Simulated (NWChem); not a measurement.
Species: digermane (Ge2H6); SMILES [GeH3][GeH3]

```xyz
8

Ge     0.0000     0.0000    -1.2246
Ge     0.0000     0.0000     1.2246
H     -1.0227     1.0242    -1.7711
H     -0.3757    -1.3978    -1.7711
H      1.3984     0.3736    -1.7711
H      0.3736     1.3984     1.7711
H      1.0242    -1.0227     1.7711
H     -1.3978    -0.3757     1.7711
```
Atoms are numbered in this order, from 1.

All runs use the structure optimised with B3LYP/6-31G* (spherical d).

Task: Give the principal values of the shielding tensors (ppm) of Ge1 from BHandHLYP/pcSseg-1, GIAO (NWChem), with their diamagnetic and paramagnetic parts as GIAO splits them.

Result: 
| atom | σ11 | σ22 | σ33 | isotropic | diamagnetic | paramagnetic |
|---|---|---|---|---|---|---|
| Ge1 | 1675.2 | 1675.2 | 1698.7 | 1683.0 | 2756.6 | -1073.6 |
